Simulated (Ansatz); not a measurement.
`[SiH3][O][GaH2]` + `ClB(Cl)Br` → `[SiH3][O][GaH][Br]` + `ClBCl`  (redistribution)

Isolated molecules relaxed with PBE0-D4/def2-TZVP in Ansatz; ΔE leaves out vibrations. CCSD(T)/CBS is the MP2 limit (def2-TZVPP, def2-QZVPP) plus CCSD(T) − MP2 in def2-TZVPP, frozen cores. This one scheme is used for every species. For Br, Ga outer-core shells are correlated without core-valence functions, which leaves a few kJ/mol of doubt a bond. Scalar relativity is left out up to krypton. One conformer a species, not always the lowest.

| species | MP2/def2-TZVPP energy (Eh) |
| --- | --- |
| `[SiH3][O][GaH2]` | -2290.65934 |
| `ClB(Cl)Br` | -3516.99792 |
| `[SiH3][O][GaH][Br]` | -4862.83192 |
| `ClBCl` | -944.85252 |

(1) Work out ΔE.

Largest T1 diagnostic among the species: 0.014.

Answers

(1) ΔE = (-4862.83192) + (-944.85252) − (-2290.65934) − (-3516.99792) = -0.02718 Eh = -17.1 kcal/mol. CCSD(T)/CBS gives -17.8 kcal/mol.

From BLYP to BHLYP (50 % exact exchange), in def2-TZVPP and without D4, ΔE moves by −2.9 kcal/mol. In def2-TZVPP, CCSD(T) changes the Hartree–Fock value by +5.5 kcal/mol (the triples alone add +0.8 kcal/mol) and MP2 by +6.4 kcal/mol. Leaving LDA and LC-ωPBE aside and taking each functional with its dispersion term where it has one, the values, not all of them listed here, spread over 5.4 kcal/mol, from BHLYP-D4 to B97M-V. LDA lies +2.1 kcal/mol from PBE without D4.
